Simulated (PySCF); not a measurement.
One of the candidates below gave these computed data.

All candidates are C6H14Si2.

* Rotational structure: rotational constants A, B, C: 1.733, 1.470, 1.469 GHz [PBE0-D3(BJ)/def2-SVP]
* 1H NMR: chemical shifts (computed TMS as zero) by class: 3.98 (2 H), 0.90 (12 H) ppm [GIAO PBE0/pcSseg-1]
* Triplet: lowest triplet excitation (Tamm–Dancoff): 6.21 eV [TDA B3LYP/def2-SVPD]
* Dipole: 0.00 D [B3LYP/def2-SVPD]
* Polarisability: 115.2 au [B3LYP/def2-SVPD]
* 13C NMR: chemical shifts (computed TMS as zero) by class: 4.6 (6 C) ppm [GIAO PBE0/pcSseg-1]

Gas-phase values; electronic properties from PySCF, density fitting. Levels stand in brackets. Geometry: PBE0-D3(BJ)/def2-SVP; no solvent, vibrations or thermal averaging. NMR values are class means; diastereotopic atoms form classes of their own.

Question: Which candidate is it?
A. `C1C[SiH2][Si@@H](C2CC2)C1`
B. `[SiH3]/C=C(/[SiH3])C1CCC1`
C. `C1C[SiH]2CC[SiH]1CC2`

Answer: C. It is `C1C[SiH]2CC[SiH]1CC2`. Numbering: `[CH2:1]1[CH2:2][Si@H:3]2[CH2:4][CH2:5][Si@@H:6]1[CH2:7][CH2:8]2`. Its formula, C6H14Si2, gives 2 degrees of unsaturation: 2 rings and 0 π bonds in the structure found. 6 carbons fall into 1 class: ring sp3 carbon bound to silicon [C1/C2/C4/C5/C7/C8] (4.6 ppm, 6 C). Hydrogen classes from least to most shielded: 2 H on 2 SiH silicons, Si3/Si6 (3.98 ppm), 12 H on 6 like atoms (sp3 carbon bound to silicon), C1/C2/C4/C5/C7/C8 (0.90 ppm). The vanishing dipole is forced by symmetry. The optimised geometry has point group D3 and is a prolate symmetric top (the spread among constants that symmetry makes equal is optimisation noise).

The others, at the same levels:
- `[SiH3]/C=C(/[SiH3])C1CCC1` fails: it has 5 carbon classes against 1; its computed 13C shifts are 174.3 (1 C), 142.2 (1 C), 46.1 (1 C), 30.5 (2 C), 20.6 (1 C) ppm and 1H shifts are 6.52 (1 H), 4.28 (3 H), 4.15 (3 H), 3.10 (1 H), 2.07 (2 H), 2.03 (2 H), 1.90 (1 H), 1.71 (1 H) ppm.
- `C1C[SiH2][Si@@H](C2CC2)C1` fails: it has 6 carbon classes against 1; its computed 13C shifts are 27.0 (1 C), 15.9 (1 C), 11.9 (1 C), 6.4 (1 C), 3.4 (1 C), -6.9 (1 C) ppm and 1H shifts are 4.46 (1 H), 3.49 (1 H), 3.47 (1 H), 2.25 (1 H), 1.43 (1 H), 1.28 (1 H), 0.93 (1 H), 0.70 (1 H), 0.59 (1 H), 0.47 (1 H), 0.33 (1 H), 0.20 (1 H), 0.06 (1 H), -0.19 (1 H) ppm.

Each candidate is one conformer, not necessarily the lowest. Dipoles, sizes and rotational constants follow the conformer. The torsions of the flexible species, by atom-mapped SMILES:
- `[SiH3:1]/[CH:2]=[C:3](/[SiH3:4])[CH:5]1[CH2:6][CH2:7][CH2:8]1`: C2–C3–C5–C6 -146°

The conformers of `C1C[SiH]2CC[SiH]1CC2` and `C1C[SiH2][Si@@H](C2CC2)C1` aren't listed.
